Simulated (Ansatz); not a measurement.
Ga₂N₂ (the lowest singlet isomer of a short search) was relaxed with PBE-D4 (def2-SVP) in Ansatz in these states: neutral quintet, neutral singlet, neutral triplet. The geometries follow in no particular order.

A:

```csv
atom,x (Å),y (Å),z (Å)
Ga1,-0.7887,0.2553,-0.3388
Ga2,-0.8209,1.4468,-2.3584
N3,0.6899,-0.5591,0.8702
N4,0.9197,-1.1430,1.8270
```

B:

```tsv
atom	x (Å)	y (Å)	z (Å)
Ga1	-0.417	1.581	-0.713
Ga2	-0.961	0.501	1.690
N3	0.453	-0.525	-0.488
N4	0.926	-1.556	-0.489
```

C:

```xyz
4

Ga   -0.266    1.952   -0.106
Ga    1.270   -0.446    1.025
N    -0.583   -0.172   -0.490
N    -0.421   -1.334   -0.429
```

Task: Judge from the bond lengths which geometry belongs to which state (an estimate).

Result: A is the neutral quintet (Ga1–N3 2.076 Å, N3–N4 1.144 Å); B is the neutral triplet (Ga1–N3 2.290 Å, N3–N4 1.134 Å); C is the neutral singlet (Ga1–N3 2.182 Å, N3–N4 1.174 Å).
